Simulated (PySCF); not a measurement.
## How methods differ on the excitation energy of Ar⁺

Ar⁺ [Ne] 3s2 3p5 (2P) → Ar⁺ [Ne] 3s2 3p4 3d1 (high-spin determinant), as a difference of total energies. Calculation: PySCF 2.14, in aug-cc-pV(T+d)Z; no relativity, point nucleus. Correlated levels: valence: [Ne] frozen. The calculations carry no spin-orbit coupling.

| method | excitation energy (eV) |
| --- | --- |
| UHF | 16.083 |
| LDA | 16.715 |
| PBE | 16.427 |
| PBE0 | 16.525 |
| r2SCAN | 16.624 |
| M06-2X | 17.033 |
| wB97X | 16.957 |
| HSE06 | 16.521 |
| r2SCAN0 | 16.616 |
| MP2 (valence) | 16.899 |
| SCS-MP2 (valence) | 16.998 |

Task: How much does correlation contribute at MP2 (valence)?

Result: 16.899 − (16.083) = 0.816 eV, measured against UHF.

The promoted electron is Rydberg-like, and one or two diffuse shells describe it only roughly, which tends to raise the upper state.

The determinant of the upper state mixes LS terms, which raises its energy above the lowest term, most at the Hartree-Fock and MP2 levels.
